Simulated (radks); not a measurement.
Trend from Cu+ to Au+: ionisation energy by Delta-SCF between NIST ground configurations, and size. All-electron calculation, scalar-relativistic Kohn-Sham, LDA (Slater exchange, Perdew-Wang correlation), spin-unpolarised, spherical densities, finite nucleus; Fermi nuclear charge, rms radius of each element as measured or else 0.836 A^(1/3) + 0.57 fm. Program: a radial shooting solver on a logarithmic mesh with Libxc functionals.

species   configuration  IE (eV)  NIST (eV)  kind  -e(HOMO) (eV)  outermost  <r> outermost (bohr)
Cu+           [Ar] 3d10   21.689     20.292  exp.    14.007 (3d)         3d                  1.01
Ag+           [Kr] 4d10   22.385     21.484  exp.    15.920 (4d)         4d                  1.39
Au+      [Xe] 4f14 5d10   21.502      20.20  exp.    15.620 (5d)         5d                  1.58

Reference values: NIST Atomic Spectra Database (exp. = measured, semi-emp. = semi-empirical, theory = theoretical value adopted there). Spin polarisation and multiplet splitting are left out, so open shells lie too high by an amount that depends on their filling. Spin-orbit splitting is averaged out at the scalar-relativistic level.

Beside tabulated values, note that spin-unpolarised runs miss the spin-polarisation part of the exchange energy of open shells.
